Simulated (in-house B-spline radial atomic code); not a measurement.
A fraction x of an electron is added to 2p in neutral oxygen, starting from [He] 2s2 2p4 and keeping the highest spin. All numbers are computed (non-relativistic M06-L, spin-polarised, spherical fractional occupations; point nucleus) with a radial B-spline atomic code at the basis-set limit, not measured.

```csv
x,E(x) - E(0) (eV),2p down level (eV)
0,0.0000,-6.683
0.1,-0.6105,-5.531
0.2,-1.1071,-4.405
0.3,?,?
0.4,-1.7704,-2.257
0.5,?,?
0.6,-2.0249,-0.332
```

(1) What belongs in the row x = 0.3?

(2) What belongs in the row x = 0.5?

(3) Check Janak's theorem between x = 0.1 and 0.2.

(4) Up to what added charge does this functional bind the extra electron?

Results:

(1) An energy change of -1.4925 eV; 2p down at -3.309 eV.

(2) An energy change of -1.9458 eV; 2p down at -1.261 eV.

(3) The slope of the energy is -4.97 eV; the orbital levels give -4.97 eV (ε of the filling orbital, averaged over the two points).

(4) The highest level rises by about 9.3 eV per electron near x = 0.6 and would reach zero near x = 0.64, so a whole extra electron isn't bound at the basis-set limit.
